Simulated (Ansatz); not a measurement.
`F[C]1=[CH][AlH]1` + `BS` → `BS[C]1=[CH][AlH]1` + H–F  (substitution at a C–F bond)

Program: Ansatz. Geometries: PBE0-D4/def2-TZVP. ΔE: electronic, gas phase. CCSD(T)/CBS adds triple-zeta CCSD(T) − MP2 to the extrapolated MP2 energy (def2 sets, frozen cores). This one scheme is used for every species. Functionals use def2-TZVPP. B3LYP here is the variant with VWN-RPA as its local correlation; programs differ in this. HSE06 is defined as in plane-wave codes. Each species was taken in one conformer, which may not be the lowest.

(1) Is it downhill or uphill in electronic energy at CCSD(T)/CBS, and by how much? (Estimate.)

(2) What do these levels give: PBE, revPBE, B3LYP, r2SCAN0, HSE06, HF/def2-SVP? (An estimate is asked.)

Largest T1 diagnostic among the species: 0.016.

Answers

(1) Ansatz gave: Downhill: ΔE = -13.3 kcal/mol.

(2) The calculation gave: PBE -8.4, revPBE -7.9, B3LYP -7.3, r2SCAN0 -10.1, HSE06 -9.7, HF/def2-SVP -3.5 kcal/mol.

At CCSD(T), def2-SVP lies +6.8 kcal/mol from the extrapolated value and def2-TZVPP +1.6 kcal/mol. From PBE to PBE0 (25 % exact exchange), in def2-TZVPP and without D4, ΔE moves by −1.2 kcal/mol.
